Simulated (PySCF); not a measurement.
Structure problem from calculated spectra and properties.

Elements present: Al, C, H and N. Monoisotopic mass: 159.1316 u.

| Quantity | Value |
| --- | --- |
| Dipole | 0.00 D by symmetry (numerical residue 0.01 D) [CAM-B3LYP/pcSseg-1] |
| NMR, other nuclei | isotropic shieldings of nuclei other than C and H, by class: 240 (3 N), 414 (1 Al) ppm [GIAO CAM-B3LYP/pcSseg-1] |
| 13C NMR | chemical shifts (computed TMS as zero) by class: 41.0 (6 C) ppm [GIAO CAM-B3LYP/pcSseg-1] |
| 1H NMR | chemical shifts (computed TMS as zero) by class: 2.54 (18 H) ppm [GIAO CAM-B3LYP/pcSseg-1] |
| Rotational structure | rotational constants A, B, C: 1.046, 1.045, 0.573 GHz [PBE0-D3(BJ)/def2-SVP] |

The electronic properties come from PySCF, for the isolated species, density fitting. Levels stand in brackets. Isolated species at its PBE0-D3(BJ)/def2-SVP geometry, gas phase. NMR classes are plain means over equivalent atoms (diastereotopic ones count apart unless rotation or inversion swaps them), as if these changed places fast.

Question: Which formula fits the mass and the elements?

Answer: C6H18AlN3 (calculated 159.1316). No other formula that holds each of these elements comes within 0.0003 u with a fitting electron parity and a possible valence count.

Question: Propose a structure and show how it fits.

Answer: Numbering: `[CH3:1][N:2]([CH3:3])[Al:4]([N:5]([CH3:6])[CH3:7])[N:8]([CH3:9])[CH3:10]`. 6 carbons fall into 1 class: N-methyl carbon [C1/C3/C6/C7/C9/C10] (41.0 ppm, 6 C). All hydrogens form one class (2.54 ppm): methyl hydrogen. The other shieldings belong to: 240 ppm, nitrogen bonded to Al and 2 C [N2/N5/N8]; 414 ppm, aluminium bonded to 3 N [Al4]. The vanishing dipole is forced by symmetry. The optimised geometry has point group D3 and is an oblate symmetric top (the spread among constants that symmetry makes equal is optimisation noise). Structure: `C[N](C)[Al]([N](C)C)[N](C)C`. The assignments are read from this structure; whether some other isomer fits the data as well wasn't checked.

Shape of the structure used: `[CH3:1][N:2]([CH3:3])[Al:4]([N:5]([CH3:6])[CH3:7])[N:8]([CH3:9])[CH3:10]`: C1–N2–Al4–N5 151°, N2–Al4–N5–C6 -29°, N2–Al4–N8–C9 -29°.
